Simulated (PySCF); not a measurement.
FGeH5OSi, SMILES [GeH3][O][SiH2]F. Atoms are numbered in the order given.

```xyz
9

Si     1.7177     0.3874    -0.2918
F      1.8778     1.1227     1.1638
O      0.1211     0.3323    -0.7278
Ge    -1.3014    -0.5076     0.0100
H      2.2890    -0.9918    -0.1317
H      2.4379     1.2086    -1.3123
H     -1.9834     0.4826     0.9852
H     -2.2217    -0.8698    -1.1783
H     -0.7935    -1.7747     0.7504
```
Charge 0, spin multiplicity 1.

Geometry: PBE-D3(BJ)/def2-SVP. The structure was generated by enumeration, and PubChem lists no compound with its InChIKey, so it may never have been made. One conformer was computed; it need not be the lowest.

Level of theory: PBE-D3(BJ)/def2-SVP run with PySCF.

Frequencies are harmonic and unscaled.

**Question.** List the normal modes with their intensities. (The exact figures need the calculation; the answer reports its results.)

**Answer.** 
| mode | ν (cm⁻¹) | IR (km/mol) | moving atoms (share of kinetic energy) |
|---|---|---|---|
| 1 | 29 | 2.3 | F 44 %, O 20 %, H 19 %, Ge 11 % |
| 2 | 55 | 0.4 | H 81 %, O 9 %, F 8 % |
| 3 | 106 | 2.0 | O 33 %, H 22 %, Si 22 %, Ge 17 % |
| 4 | 315 | 16.1 | O 40 %, F 33 %, Si 21 % |
| 5 | 504 | 13.3 | O 34 %, Si 26 %, Ge 24 %, H 15 % |
| 6 | 610 | 6.7 | H 90 % |
| 7 | 624 | 34.5 | H 89 % |
| 8 | 687 | 119.5 | H 65 %, Si 18 %, O 13 % |
| 9 | 719 | 2.0 | H 93 % |
| 10 | 822 | 375.6 | H 76 %, F 9 % |
| 11 | 835 | 47.8 | H 98 % |
| 12 | 837 | 42.5 | F 44 %, H 37 %, Si 18 % |
| 13 | 842 | 43.9 | H 98 % |
| 14 | 927 | 80.9 | H 88 % |
| 15 | 942 | 160.3 | H 73 %, Si 17 % |
| 16 | 1004 | 330.5 | O 60 %, Si 26 %, H 11 % |
| 17 | 2077 | 63.5 | H 99 % |
| 18 | 2103 | 96.7 | H 99 % |
| 19 | 2116 | 105.5 | H 98 % |
| 20 | 2177 | 120.9 | H 97 % |
| 21 | 2217 | 132.9 | H 96 % |
